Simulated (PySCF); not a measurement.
CH5Cl2NSi. Atoms are numbered in the order given.

```xyz
10

Si     0.0542    -0.3101    -0.3128
Cl     1.4098     1.0069    -1.1238
Cl     0.7292    -0.8070     1.5828
N     -1.4613     0.4664    -0.3307
C     -2.7108    -0.1827    -0.0024
H      0.0101    -1.5751    -1.0799
H     -1.4665     1.4768    -0.2385
H     -2.9767    -0.1115     1.0679
H     -3.5416     0.2381    -0.5911
H     -2.6535    -1.2536    -0.2534
```
Charge 0, spin multiplicity 1.

Geometry: PBE0-D3(BJ)/def2-SVP. One conformer was computed; it need not be the lowest.

All values below come from PySCF with PBE/pcSseg-1.

GIAO shieldings, no solvent; atoms listed in one row are averaged. δ = σ(ref) − σ: ²⁹Si against TMS (σ = 335.4 ppm); ³⁵Cl against HCl (σ = 936.5 ppm); ¹⁵N against NH3 (σ = 267.0 ppm); ¹³C against TMS (σ = 182.0 ppm); ¹H against TMS (σ = 31.49 ppm), references at their B3LYP-D3(BJ)/def2-TZVP geometries, non-relativistic (without spin–orbit terms, shifts of atoms bonded to Cl or Br come out too high).

### Question
Estimate the chemical shifts. (Estimate from the structure and the level; the computed values follow.)

### Answer

| nucleus | atoms | count | δ (ppm) |
|---|---|---|---|
| ²⁹Si | Si1 | 1 | -4.6 |
| ³⁵Cl | Cl3 | 1 | 155.7 |
| ³⁵Cl | Cl2 | 1 | 87.0 |
| ¹⁵N | N4 | 1 | 60.5 |
| ¹³C | C5 | 1 | 31.7 |
| ¹H | H6 | 1 | 6.04 |
| ¹H | H8, H9, H10 | 3 | 2.99 |
| ¹H | H7 | 1 | 1.17 |
